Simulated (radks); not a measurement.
Task: These are the eigenvalues of the occupied orbitals of an atom or ion with whole-number occupations (eV). Calculated with a radial shooting solver on a logarithmic mesh with Libxc functionals: scalar-relativistic Kohn-Sham, PBE, spin-polarised, spherical densities, point nucleus.

orbital  eigenvalue
1s down   -30343.92
1s up     -30343.92
2s down   -4648.985
2s up     -4648.972
2p down   -4177.411
2p up     -4177.399
3s up     -940.9634
3s down   -940.9448
3p up     -787.2378
3p down   -787.2199
3d up     -552.7303
3d down   -552.7206
4s up     -185.0154
4s down   -184.8612
4p up     -137.9263
4p down   -137.7270
4d up      -69.3200
4d down    -68.9799
4f up      -14.1670

Which element is it, and in what charge state? The configuration may be excited. Open shells, if any, are filled with parallel spins first.

Result: Z = 51, antimony, charge +3: Sb3+ in [Kr] 4d10 4f2. The list shows which subshells hold electrons but not how many an open one holds; the 1s level, -1115.1 hartree, gives Z - s = 47.2 by -(Z - s)^2/2, which with screening and relativity narrows Z to a few neighbours, and the depths of the outer levels then fix element, charge and occupations together.
